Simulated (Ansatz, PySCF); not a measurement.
Gas-phase reaction (SMILES): [NH2][Al]([NH2])[Cl] + [H][H] (H2) -> [NH2][AlH][NH2] + Cl (HCl); hydrogen cleaves one Al-Cl bond, a model of a ligand-exchange step.

Geometries: B3LYP-D3(BJ)/def2-TZVP minima from Ansatz (a program for electronic structure), one conformer each, not searched for the lowest. Cores are frozen in the correlated levels unless marked. No spin-orbit coupling. No relativistic terms. CBS marks a two-point X^-3 extrapolation of the correlation energy; Hartree-Fock from the larger set. Thermal terms are rigid-rotor harmonic-oscillator values from B3LYP-D3(BJ) frequencies (Ansatz or PySCF) at 298.15 K and 1 atm. 1 Eh = 627.5095 kcal/mol.

| species | E, CCSD(T)/CBS(aug-cc-pV(T+d)Z,aug-cc-pV(Q+d)Z) (Ansatz) (Eh) | E, wB97X-V/def2-TZVPD (Ansatz) (Eh) | H - E (Eh) |
|---|---|---|---|
| [NH2][Al]([NH2])[Cl] | -813.75592 | -814.62640 | 0.06019 |
| [H][H] (H2) | -1.17444 | -1.17238 | 0.01336 |
| [NH2][AlH][NH2] | -354.49447 | -354.99462 | 0.06415 |
| Cl (HCl) | -460.37804 | -460.74931 | 0.01000 |

### Question
Work out ΔE and ΔH at 298.15 K at the first level, then ΔH at the second.

### Answer

1. ΔE = [(-354.49447) + (-460.37804)] - [(-813.75592) + (-1.17444)] = 0.05785 Eh = 36.3 kcal/mol at CCSD(T)/CBS(aug-cc-pV(T+d)Z,aug-cc-pV(Q+d)Z).
2. The terms H - E add up to 0.00060 Eh, so ΔH = (0.05785 + (0.00060))×627.5095 = 36.7 kcal/mol.
3. At wB97X-V/def2-TZVPD the same steps give ΔE = 34.4 and ΔH = 34.8 kcal/mol, a shift of -1.9 from the first level.
4. These values are not checked against measurement here, since the tables used lack a sound gas-phase enthalpy of formation for at least one species.
